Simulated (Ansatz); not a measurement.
A nudged elastic band was laid between two geometries of AlH6NOSi (10 atoms, charge 0, multiplicity 1).

Theory: Ansatz, RKS B3LYP/def2-SVP.

```yaml
movable_images: 7
climbing_image: yes
spring: 5.0 eV/Å²
optimiser: quadratic models (default)
start_path: through a guess of the saddle point
force_threshold: 0.05 eV/Å
iteration_limit: 60
end_points: relaxed
```

Initial state:

```xyz
10
Properties=species:S:1:pos:R:3
Al 0.159 0.115 -0.253
O -0.079 -0.235 1.398
Si -0.272 -0.582 2.996
H -1.385 -1.561 3.189
H 0.975 -1.176 3.565
H -0.597 0.657 3.765
H 1.599 0.427 -0.803
N -1.235 0.122 -1.342
H -2.197 -0.067 -1.079
H -1.180 0.319 -2.337
```

Final state:

```xyz
10
Properties=species:S:1:pos:R:3
Al 0.366 0.296 -1.140
O 0.961 -0.071 0.673
Si -0.455 -0.413 1.785
H -1.116 -1.757 1.789
H 0.557 -0.637 2.908
H -1.250 0.696 2.403
H 1.842 -0.127 1.073
N -1.297 -0.003 -0.045
H -1.921 0.808 0.010
H -1.898 -0.773 -0.358
```

**Question.** What changes between the two ends?

**Answer.** Bonds broken: Al1–H7. Bonds formed: O2–H7, Si3–N8.

**Question.** What energy profile does the band end with?

**Answer.** The run converged. The highest image is number 4 of 0 to 8, 73.8 kcal/mol above the first end and 28.8 kcal/mol above the last; the last end lies 45.0 kcal/mol above the first. Neighbouring images differ by up to 1.9 eV, so the band resolves the path poorly. A vibrational analysis at the climbing image gives one clearly imaginary mode, 1447i cm⁻¹, and a faint second one (34i cm⁻¹) that may be numerical noise or a soft torsion: probably a first-order saddle point. The orbitals stay closed-shell, which can raise the energy where a bond breaks towards radicals; this wasn't checked here.

```tsv
image	path coordinate (Å)	energy (kcal/mol)	Al1–H7 (Å)	O2–H7 (Å)	Si3–N8 (Å)
0	0.00	0.0	1.57	2.85	4.50
1	0.71	0.0	1.57	2.85	4.56
2	1.41	3.6	1.57	2.65	4.46
3	2.12	30.2	1.57	2.07	4.42
4	2.82	73.8	1.72	1.30	4.42
5	3.99	54.1	2.51	0.97	4.04
6	5.17	52.7	2.63	0.97	3.51
7	6.34	51.6	2.71	0.97	2.81
8	7.51	45.0	2.69	0.97	2.06
```

**Question.** What is the geometry of the highest image?

**Answer.** 
```xyz
10
Properties=species:S:1:pos:R:3:forces:R:3
Al 0.293 0.141 -0.672 0.00 0.00 0.00
O 0.219 -0.316 1.160 0.00 0.00 0.00
Si -0.180 -0.676 2.767 0.00 0.00 0.00
H -0.921 -1.967 2.847 0.00 0.00 0.00
H 1.087 -0.787 3.540 0.00 0.00 0.00
H -1.022 0.409 3.348 0.00 0.00 0.00
H 1.389 -0.254 0.592 0.00 0.00 0.00
N -1.334 0.428 -1.349 0.00 0.00 0.00
H -2.202 0.355 -0.822 0.00 0.00 0.00
H -1.539 0.686 -2.311 0.00 0.00 0.00
```

The run took 11 min on 2 threads of Arm Neoverse N1, on a shared host, peak memory 0.2 GiB.
